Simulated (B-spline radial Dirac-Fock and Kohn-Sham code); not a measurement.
**Photoemission from Pr at 3450 eV, detector at θ = 90°, φ = 0°**

System: atomic praseodymium, configuration [Xe] 4f3 6s2. These are calculated numbers from a radial finite-basis atomic code; the model is Dirac-Hartree-Slater photoionisation with a Latter tail; cross sections with all multipoles, angular parameters from the dipole term and its interference with E2. Thresholds are tabulated edges, those marked * orbital energies of the model. For linearly polarised light dσ/dΩ = σ/(4π) [1 + β P₂(cos θ) + (δ + γ cos²θ) sin θ cos φ], with θ from the polarisation vector and φ the angle between the beam and the projection of the electron momentum on the plane normal to the polarisation. The dipole factor is 1 + βP₂ and the non-dipole term is the rest of the bracket. Open shells are filled statistically over j.

Input of the calculation (task.json; shells as n, l, electrons):

```json
{"items": [{
  "Z": 59,
  "q": 0,
  "cfg": [[1, 0, 2], [2, 0, 2], [2, 1, 6], [3, 0, 2], [3, 1, 6], [3, 2, 10], [4, 0, 2], [4, 1, 6], [4, 2, 10], [4, 3, 3], [5, 0, 2], [5, 1, 6], [6, 0, 2]],
  "A": 141,
  "rrms": 4.8919,
  "do": "xps",
  "hv": [52.9, 55.0, 60, 100, 147.0, 150, 236.0, 335.0, 357.0, 400, 419.0, 430.0, 599.0, 603.0, 991.0, 1060.0, 1090.0, 2984.4, 3270.0, 3450.0, 4000, 4180.0, 4850.0, 4920.0, 6100.0, 8780.0, 9251.7, 10500.0, 13800.0, 15000],
  "edges": {"K": 41991.0, "L1": 6835.0, "L2": 6440.0, "L3": 5964.0, "M1": 1511.0, "M2": 1337.0, "M3": 1242.0, "M4": 948.3, "M5": 928.8, "N1": 304.5, "N2": 236.3, "N3": 217.6, "N4": 115.1, "N5": 115.1}
}]}
```

Run with: `python xray2_run.py task.json out`

```
subshell  threshold (eV)  σ (kb)     β      γ       δ  dipole factor  non-dipole term  dσ/dΩ (kb/sr)
      3s          1511.0    15.9  1.98   0.06   0.000          0.010            0.000            ≈ 0
   3p1/2          1337.0    20.7  1.60   0.02   0.002          0.198           +0.002          0.330
   3p3/2          1242.0    39.8  1.66   0.03   0.008          0.172           +0.008          0.572
   3d3/2           948.3    27.3  1.24   0.57   0.090          0.378           +0.090           1.02
   3d5/2           928.8    38.4  1.20   0.59   0.093          0.400           +0.093           1.51
      4s           304.5    4.00  1.98  -0.08  -0.001          0.009           -0.001            ≈ 0
   4p1/2           236.3    4.45  1.65   0.13   0.000          0.175            0.000         0.0619
   4p3/2           217.6    8.35  1.71   0.15   0.007          0.147           +0.007          0.102
   4d3/2           115.1    4.49  1.26   0.68   0.079          0.369           +0.079          0.160
   4d5/2           115.1    6.29  1.20   0.68   0.084          0.399           +0.084          0.242
   4f5/2           6.94*  0.0593  0.81   0.91   0.234          0.597           +0.234        0.00392
   4f7/2           6.52*  0.0751  0.79   0.90   0.237          0.604           +0.237        0.00503
      5s          42.69*   0.711  1.98  -0.10   0.000          0.009            0.000            ≈ 0
   5p1/2          26.65*   0.644  1.66   0.16   0.000          0.172            0.000        0.00880
   5p3/2          23.63*    1.17  1.71   0.18   0.006          0.144           +0.006         0.0140
      6s           4.69*  0.0600  1.98  -0.10   0.000          0.009            0.000            ≈ 0
```
